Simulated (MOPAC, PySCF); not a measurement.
Ligands exchanged one at a time, Ga OCH3-H. Isolated molecules, 0 K electronic values unless said otherwise. One relaxed conformer stands for each flexible species; it need not be the lowest. Strings in code marks are SMILES.

Quantity: vertical ionisation energy (energy after one electron is removed minus that of the parent at the parent's geometry), in eV.

Level 1: ωB97X-D3(BJ)/def2-TZVP // B3LYP-D3(BJ)/def2-SVP (PySCF)
Level 2: minus the HOMO energy of AM1 // B3LYP-D3(BJ)/def2-SVP (MOPAC)
Level 3: minus the HOMO energy of HF/6-31G* // B3LYP-D3(BJ)/def2-SVP (PySCF)
Level 4: minus the HOMO energy of SVWN5/6-31G* // B3LYP-D3(BJ)/def2-SVP (PySCF)

| species | level 1 | level 2 | level 3 | level 4 |
|---|---|---|---|---|
| `C[O][GaH2]` | 10.22 | 10.86 | 11.47 | 6.37 |
